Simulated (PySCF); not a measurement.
An equivalent PySCF input for Xe⁺ (xenon, charge +1), [Kr] 4d10 5s2 5p5, 2P determinant, with a scalar-relativistic core potential:

```python
from pyscf import gto, scf, dft, mp, cc
import basis_set_exchange as bse
txt = bse.get_basis("def2-TZVP", elements=["Xe"], fmt="nwchem", header=False)
cut = txt.index("\nECP")
mol = gto.M(atom="Xe 0 0 0", charge=1, spin=1, symmetry="D2h",
            basis=gto.basis.parse(txt[:cut]),
            ecp={"Xe": gto.basis.parse_ecp(txt[cut:])})
mf = dft.UKS(mol, xc="MN15")
mf.irrep_nelec = {'Ag': (4, 4), 'B1g': (1, 1), 'B2g': (1, 1), 'B3g': (1, 1), 'B1u': (2, 2), 'B2u': (2, 2), 'B3u': (2, 1)}
mf.kernel()
```

It reaches the same state as the run whose output follows, with an energy that differs only through the grid. The run itself started from symmetry-adapted Hartree-Fock orbitals and held the occupation by maximum overlap, on a logarithmic radial grid, so the iterations belong to that start.

```
SCF conv_tol = 1e-09
number electrons alpha = 13  beta = 12
XC functionals = MN15
    H. S. Yu, X. He, S. L. Li, and D. G. Truhlar.,  Chem. Sci. 7, 5032-5051 (2016)
    H. S. Yu, X. He, S. L. Li, and D. G. Truhlar.,  Chem. Sci. 7, 5032-5051 (2016)
cycle= 1 E= -328.107314812833  delta_E= -0.0256  |g|= 0.121  |ddm|= 0.352
cycle= 2 E= -328.108739417514  delta_E= -0.00142  |g|= 0.0663  |ddm|= 0.189
cycle= 3 E= -328.109485054286  delta_E= -0.000746  |g|= 0.00378  |ddm|= 0.0722
cycle= 4 E= -328.109490308239  delta_E= -5.25e-06  |g|= 0.000587  |ddm|= 0.00691
cycle= 5 E= -328.109490540409  delta_E= -2.32e-07  |g|= 2.26e-05  |ddm|= 0.000898
cycle= 6 E= -328.109490540915  delta_E= -5.06e-10  |g|= 2.52e-06  |ddm|= 6.67e-05
converged SCF energy = -328.109490540915  <S^2> = 0.75350805  2S+1 = 2.003505
```

Energies and moments cover only the electrons outside the core potential.
